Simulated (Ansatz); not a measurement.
Z-matrix (Å, degrees):
```
Si
C 1 1.874
C 1 1.879 2 109.0
Cu 1 3.059 2 135.2 3 -121.3
C 1 1.879 2 109.0 3 117.5
O 1 1.627 2 107.7 3 -121.2
H 2 1.093 1 110.7 3 61.5
H 2 1.093 1 110.7 3 -179.0
H 2 1.094 1 111.4 3 -58.8
H 3 1.094 1 110.8 2 -62.3
H 3 1.094 1 111.6 2 57.9
H 3 1.095 1 111.3 2 177.9
H 5 1.095 1 111.3 2 -177.9
H 5 1.094 1 110.8 2 62.3
H 5 1.094 1 111.6 2 -57.9
```

Total charge 0; spin multiplicity 1.

(1) List the r2SCAN/def2-TZVPP orbital energies in eV (the Gaussian-basis code of Ansatz). (Best estimate.)

Results:

(1) Ansatz gave: Occupied: -8775.72, -1790.06, -1051.98, -920.77, -920.76, -920.76, -514.48, -271.84, -271.84, -271.79, -140.40, -116.18, -95.28, -95.25, -95.25, -74.92, -74.73, -74.71, -23.83, -17.91, -17.12, -17.09, -11.41, -10.10, -9.92, -9.84, -9.48, -9.44, -9.09, -8.90, -8.11, -7.97, -6.80, -6.77, -6.45, -6.45, -6.10, -5.68, -5.58. Lowest empty: -3.47, 0.24, 0.50, 1.42, 2.01, 2.54, 2.60, 2.86.
